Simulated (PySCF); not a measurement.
NbOCl3, optimised at PBE/def2-SVP:

```xyz
5

O     -0.0056     0.6738    -1.5828
Nb    -0.0145     0.0099    -0.0193
Cl    -0.0239    -2.2755    -0.2432
Cl     1.8821     0.7417     1.0486
Cl    -1.9127     0.7586     1.0341
```

Energies from PySCF (xtb for GFN2), thermal terms from the rigid-rotor harmonic-oscillator model, ideal gas at 1 bar. All species are closed-shell singlets. Nb: scalar-relativistic def2 core potential, no spin-orbit coupling.

Q: List the harmonic frequencies (cm⁻¹, unscaled) at this level and at the other levels, each on its own geometry.

A: 
- PBE/def2-SVP: 101, 101, 125, 213, 213, 380, 434, 435, 1008
- GFN2-xTB: 109, 109, 121, 150, 150, 327, 363, 363, 844
- PBE0/def2-TZVP: 106, 106, 132, 226, 226, 403, 454, 454, 1064
